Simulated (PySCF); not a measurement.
# An excited-state table with gaps

C7H6.
SMILES: `C=CC#CC#CC`

Computed, not measured: TDDFT PBE0/def2-SVPD, vertical, gas phase, core orbitals frozen in the response in PySCF. Geometry: PBE0-D3(BJ)/def2-SVP; no solvent, vibrations or thermal averaging.

Orbital energies (eV): HOMO-3 -9.55, HOMO-2 -8.66, HOMO-1 -6.94, HOMO -6.54, LUMO -1.44, LUMO+1 -0.43, LUMO+2 0.69.

Lowest singlets, with some entries withheld (?).

```csv
state,λ (nm),f,"main configurations (H = HOMO, L = LUMO)"
S1,311.9,0.0001,H-1→L (96%)
S2,286.8,0.188,"H→L (71%), H-1→L+1 (25%)"
S3,276.2,0.0003,H→L+1 (96%)
S4,?,1.183,"H-1→L+1 (44%), H→L+4 (26%), H→L (23%)"
S5,?,0.0007,H→L+2 (88%)
S6,?,0.0002,"H-3→L (45%), H-1→L+4 (40%), H-2→L+1 (8%)"
```

**Question.** Fill in the withheld entries.

**Answer.** 
- S4: λ = 203.8 nm
- S5: λ = 197.5 nm
- S6: λ = 194.2 nm

**Question.** What is the mean static polarisability from the same response equations?

**Answer.** 104.6 au (15.50 Å³), with principal values 52.0, 62.1 and 199.7 au.

**Question.** How far apart are S3 and S4, in eV and cm⁻¹?

**Answer.** 6.084 − 4.490 = 1.594 eV, or about 12860 cm⁻¹.

On Intel Xeon Platinum 8375C at 2.90 GHz, one thread (shared host), this took 34 s of wall time and 0.83 GiB of memory at its peak.
